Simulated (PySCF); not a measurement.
# How methods differ on the ionisation energy of O⁺

O⁺ [He] 2s2 2p3 (4S) → O²⁺ [He] 2s2 2p2 (3P), as a difference of total energies. Computed with PySCF 2.14 in def2-TZVPPD, with no relativity, point nucleus. Correlated levels: valence and next inner shell: nothing frozen. The calculations carry no spin-orbit coupling.

```json
{"method": "UHF", "ionisation energy (eV)": "34.584", "plus first-order spin-orbit estimate": "34.556", "error of that sum (eV)": "-0.565"}
{"method": "MP2 (valence and next inner shell)", "ionisation energy (eV)": "35.216", "plus first-order spin-orbit estimate": "35.189", "error of that sum (eV)": "+0.068"}
{"method": "SCS-MP2 (valence and next inner shell)", "ionisation energy (eV)": "34.960", "plus first-order spin-orbit estimate": "34.933", "error of that sum (eV)": "-0.188"}
{"method": "CCSD (valence and next inner shell)", "ionisation energy (eV)": "35.043", "plus first-order spin-orbit estimate": "35.015", "error of that sum (eV)": "-0.106"}
{"method": "CCSD(T) (valence and next inner shell)", "ionisation energy (eV)": "35.049", "plus first-order spin-orbit estimate": "35.022", "error of that sum (eV)": "-0.099"}
```

Reference: 35.121 eV (measured; NIST Atomic Spectra Database, ionization energies).

A first-order spin-orbit estimate (lowest level to lowest level, LS coupling) adds -0.027 eV.

Errors of the correlated levels include the incompleteness of this basis.
